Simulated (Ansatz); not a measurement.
`F[SiH2][SiH2]S` + `BO` → `BO[SiH2]F` + `[SiH3]S` at 298.15 K and 1 bar (cleavage of the Si–Si bond).

Isolated molecules relaxed with PBE0-D4/def2-TZVP in Ansatz; ΔE leaves out vibrations. CCSD(T)/CBS adds triple-zeta CCSD(T) − MP2 to the extrapolated MP2 energy (def2 sets, frozen cores). This one scheme is used for every species. Each species was taken in one conformer, which may not be the lowest.

```csv
species,CCSD(T)/CBS energy (Eh),H − E (kJ/mol),S (J/(mol·K))
`F[SiH2][SiH2]S`,-1078.81150,144.3,357.4
`BO`,-101.80414,103.5,230.4
`BO[SiH2]F`,-491.38453,138.7,314.2
`[SiH3]S`,-689.27336,102.7,272.7
```

H − E and S are ideal-gas, rigid-rotor, harmonic terms from PBE0-D4/def2-TZVP, for one conformer and one mirror image of each species. 1 Eh = 2625.50 kJ/mol, R = 8.31446 J/(mol·K).

Q: By hand: ΔE, ΔH, ΔS and ΔG.

A: ΔE = (-491.38453) + (-689.27336) − (-1078.81150) − (-101.80414) = -0.04225 Eh = -110.9 kJ/mol. Δ(H − E) = 138.7 + 102.7 − 144.3 − 103.5 = -6.4, so ΔH = -117.3 kJ/mol. ΔS = 314.2 + 272.7 − 357.4 − 230.4 = -0.9 J/(mol·K). ΔG = -117.3 − 298.15 × (-0.9)/1000 = -117.0 kJ/mol.

Q: By hand: the equilibrium constant, and the temperature at which ΔG would vanish if ΔH and ΔS stayed fixed.

A: log₁₀ K = −ΔG/(RT ln 10) = 20.5. ΔG = 0 at ΔH/ΔS = 130333 K, far beyond where these terms or the molecules hold.

The number of gas molecules stays the same, so ΔS is small and ΔH decides. A doubt of 5 kJ/mol in ΔE shifts log₁₀ K by 0.9 here. Other conformers and mirror images would add mixing entropy, several J/(mol·K) or more a flexible species. Modes under 60 cm⁻¹, often nearly free rotors, make the harmonic entropy too high. These are equilibria of isolated gas molecules and say nothing of rates. Largest T1 diagnostic: 0.014 (customary marks: 0.02 for closed shells, 0.045 for open ones).
